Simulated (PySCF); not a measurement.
A structure optimised at PBE0-D3(BJ)/def2-SVP, used in a PySCF frequency run:

```xyz
12

C      2.5375     0.9412    -0.8869
C      1.3298     0.4777    -1.0923
C      0.1101     0.0204    -1.2226
Si    -0.9853    -0.0643     0.2815
O     -1.3851    -1.6691     0.4392
O     -0.1741     0.5478     1.5902
H      2.7589     2.0076    -0.9967
H      3.3631     0.2704    -0.6276
H     -0.2347    -0.3276    -2.2052
H     -2.2206     0.7549     0.1646
H     -2.0430    -1.8783     1.1090
H      0.7791     0.4082     1.5900
```

Question: Write its SMILES and formula.

Answer: C=C=C[SiH](O)O, C₃H₆O₂Si

Question: What are its rotational constants (standard atomic weights)?

Answer: 5.4566, 1.7813, 1.5143 GHz
